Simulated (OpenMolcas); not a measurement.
## Potential curves of SbBr: spin-free states

Calculated with OpenMolcas 26.06: state-averaged CASSCF(8,6) over Sb 5p, Br 4p, XMS-CASPT2 (IPEA 0.25, imaginary shift 0.2 hartree), scalar X2C, ANO-RCC-VDZP, then RASSI spin–orbit state interaction with atomic mean-field integrals. C2 symmetry about the axis (a holds Σ, Δ, Γ; b holds Π, Φ, H; Σ⁺ and Σ⁻ are not told apart); roots by multiplicity and irrep: 3a 5, 1a 6, 3b 4, 1b 2, 5b 2.

XMS-CASPT2 energies in eV from the lowest point. Curves are followed by energy order within each symmetry, so they are adiabatic and may change character at avoided crossings; Σ⁺ and Σ⁻ are counted together.

```json
{"R (Å)": "2.168", "(1)3Σ": "1.250", "(1)1Δ": "2.149", "(1)3Π": "5.118", "(1)5Π": "8.823", "(1)1Π": "5.846"}
{"R (Å)": "2.294", "(1)3Σ": "0.452", "(1)1Δ": "1.378", "(1)3Π": "3.915", "(1)5Π": "6.979", "(1)1Π": "4.651"}
{"R (Å)": "2.408", "(1)3Σ": "0.111", "(1)1Δ": "1.061", "(1)3Π": "3.226", "(1)5Π": "5.766", "(1)1Π": "3.973"}
{"R (Å)": "2.521", "(1)3Σ": "0.000", "(1)1Δ": "0.986", "(1)3Π": "2.810", "(1)5Π": "4.837", "(1)1Π": "3.547"}
{"R (Å)": "2.647", "(1)3Σ": "0.042", "(1)1Δ": "1.058", "(1)3Π": "2.540", "(1)5Π": "4.098", "(1)1Π": "3.284"}
{"R (Å)": "2.773", "(1)3Σ": "0.197", "(1)1Δ": "1.240", "(1)3Π": "2.389", "(1)5Π": "3.577", "(1)1Π": "3.170"}
{"R (Å)": "2.950", "(1)3Σ": "0.523", "(1)1Δ": "1.589", "(1)3Π": "2.356", "(1)5Π": "3.065", "(1)1Π": "3.179"}
{"R (Å)": "3.176", "(1)3Σ": "0.974", "(1)1Δ": "2.080", "(1)3Π": "2.413", "(1)5Π": "2.693", "(1)1Π": "3.328"}
{"R (Å)": "3.529", "(1)3Σ": "1.592", "(1)1Δ": "2.777", "(1)3Π": "2.385", "(1)5Π": "2.441", "(1)1Π": "3.604"}
{"R (Å)": "4.034", "(1)3Σ": "2.068", "(1)1Δ": "3.422", "(1)3Π": "2.317", "(1)5Π": "2.307", "(1)1Π": "3.799"}
{"R (Å)": "4.790", "(1)3Σ": "2.269", "(1)1Δ": "3.732", "(1)3Π": "2.274", "(1)5Π": "2.325", "(1)1Π": "3.840"}
{"R (Å)": "5.798", "(1)3Σ": "2.301", "(1)1Δ": "3.788", "(1)3Π": "2.284", "(1)5Π": "2.334", "(1)1Π": "3.871"}
```

(1) With masses 120.904 and 78.918 u, fit the curves (1)3Σ near their minima.

The 5 lowest clean curves are shown; the next is (2)3Σ, from 3.69 eV. Left out for impure symmetry, kinks or missing points, though low: (1)1Σ, (2)3Π. Only roots inside an energy window near the equilibrium distance were included, so the list of states is not complete; labels number the states computed. Each spin and symmetry block has orbitals of its own, averaged over its own roots, so gaps between blocks are less sure than gaps within one and near the minimum can be off by tenths of an eV, in bad cases by more. No Rydberg orbitals are active, so Rydberg states, and σ→σ* states whose orbital the CASSCF left unused, can be missing between those listed. CASPT2 splits the two components of degenerate states numerically, here by up to 52 cm⁻¹. At stretched bonds a block can hold a wrong CASSCF solution and miss its lowest state; points past a visible jump are left out. No roots were computed in block 5a (none fell in the window or the block failed), so states of that kind are missing and can lie low or lowest. Points that failed a check (symmetry, reference weights, a jump) are left out.

Results:

(1) At XMS-CASPT2, Te from the lowest curve (the fit fixes ωe to a per cent or two; the method's Re and ωe can be off by some per cent):

```json
{"curve": "(1)3Σ", "Te (cm⁻¹)": "0", "Re (Å)": "2.545", "ωe (cm⁻¹)": "240.5"}
```
